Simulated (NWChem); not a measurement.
C2H6BO2 cation

```xyz
11

C      0.1334    -2.6273     0.0651
O     -0.1390    -1.2356    -0.1403
B     -0.1036     0.0002    -0.0014
O     -0.1455     1.2360     0.1364
C      0.1364     2.6270    -0.0615
H      1.2045    -2.7933    -0.0986
H     -0.1589    -2.8835     1.0901
H     -0.4661    -3.1821    -0.6645
H     -0.6386     3.1896     0.4699
H      1.1279     2.8339     0.3575
H      0.1058     2.8340    -1.1375
```
Atoms are numbered in this order, from 1.

Program: NWChem. Pople sets run with spherical d functions. The geometry was optimised at PBE0/def2-SVP. B3LYP is NWChem's, with the RPA form of VWN correlation. Vertical excitations in the gas phase; the lowest state need not have the same character in each row.

```json
[
 {"level": "PBE/6-31G*, full TDDFT", "lowest excitation, singlet (eV)": "?", "orbital gap (eV)": "?"},
 {"level": "B3LYP/6-31G*, full TDDFT", "lowest excitation, singlet (eV)": "8.53", "orbital gap (eV)": "9.83"},
 {"level": "LDA (Slater exchange, VWN5)/6-31G*, full TDDFT", "lowest excitation, singlet (eV)": "7.75", "orbital gap (eV)": "7.56"},
 {"level": "BHandHLYP/6-31G*, full TDDFT", "lowest excitation, singlet (eV)": "9.39", "orbital gap (eV)": "13.03"}
]
```

**Question.** What belongs in the gaps?

**Answer.** 
- PBE/6-31G*, full TDDFT, lowest excitation, singlet (eV): 7.81
- PBE/6-31G*, full TDDFT, orbital gap (eV): 7.63
